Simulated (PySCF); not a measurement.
CH3Zn (SMILES [CH3][Zn]), doublet, geometry from GFN2-xTB (such geometries of metal compounds can be far from the true shape) (the spin is typed, not shown lowest). Base run: HF/6-31G** run with PySCF.

The PySCF input:
```python
from pyscf import gto, scf

mol = gto.M(
    atom='''
Zn   -0.38392717   -0.22517148   -0.29469127
C     1.19468286    0.70067589    0.91700364
H     1.73777100   -0.07527670    1.44514627
H     0.74205525    1.38249865    1.62850049
H     1.86989167    1.24386721    0.26506955
''',
    basis='6-31g**',
    spin=1,
    verbose=4,
)

mf = scf.UHF(mol)
mf.kernel()
mo_i, mo_e, stable_i, stable_e = mf.stability(internal=True, external=True, return_status=True, nroots=6, tol=1e-6)
print('internally stable:', stable_i, ' externally stable:', stable_e)
if not stable_i:
    umf = mf.copy()
    umf.scf_summary = {}
    umf.kernel(umf.make_rdm1(mo_i, mf.mo_occ))
```

The bond that is stretched is that between atoms 3 and 2. A test that says stable can miss a lower solution.

Each row names what was changed in the base input (with any setting that the change needs).

```json
[
 {"change": "base", "ΔE vs base (kcal/mol)": "0.000", "<S^2>": "0.790", "E after following the instability (Eh)": "-", "<S^2> there": "-", "stability test says": "stable"},
 {"change": "bond × 1.25", "ΔE vs base (kcal/mol)": "19.33", "<S^2>": "0.788", "E after following the instability (Eh)": "-", "<S^2> there": "-", "stability test says": "stable"},
 {"change": "bond × 1.5", "ΔE vs base (kcal/mol)": "51.79", "<S^2>": "0.813", "E after following the instability (Eh)": "-", "<S^2> there": "-", "stability test says": "stable"},
 {"change": "bond × 1.8", "ΔE vs base (kcal/mol)": "88.5", "<S^2>": "0.781", "E after following the instability (Eh)": "-1816.93702", "<S^2> there": "1.32", "stability test says": "internal instability"},
 {"change": "bond × 2.2", "ΔE vs base (kcal/mol)": "88.2", "<S^2>": "1.591", "E after following the instability (Eh)": "-", "<S^2> there": "-", "stability test says": "external instability"},
 {"change": "bond × 3.0", "ΔE vs base (kcal/mol)": "118.6", "<S^2>": "0.750", "E after following the instability (Eh)": "-1816.91480", "<S^2> there": "1.69", "stability test says": "internal instability"}
]
```

On stretching, the SCF can end on different states; <S^2> shows the spin contamination of each.
